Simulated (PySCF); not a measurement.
Precursor series Ti F-NH2. Isolated molecules, 0 K electronic values unless said otherwise. One relaxed conformer stands for each flexible species; it need not be the lowest.

Method: PBE-D3(BJ)/def2-TZVP // r2SCAN-D4/def2-SVP in PySCF 2.14.0. 

```tsv
species	LUMO (eV)	HOMO (eV)	coordination number
0 of 4 F replaced by NH2	-3.98	___	4
1 of 4 F replaced by NH2	-3.43	-7.04	___
2 of 4 F replaced by NH2	-2.59	-6.29	4
3 of 4 F replaced by NH2 ([Ti(F)(NH2)3])	-1.96	-5.82	4
4 of 4 F replaced by NH2 ([Ti(NH2)4])	-1.66	-5.42	___
```

Question: Complete the blanks.

Answer: 
- 0 of 4 F replaced by NH2, HOMO (eV): -10.44
- 1 of 4 F replaced by NH2, coordination number: 4
- 4 of 4 F replaced by NH2 ([Ti(NH2)4]), coordination number: 4
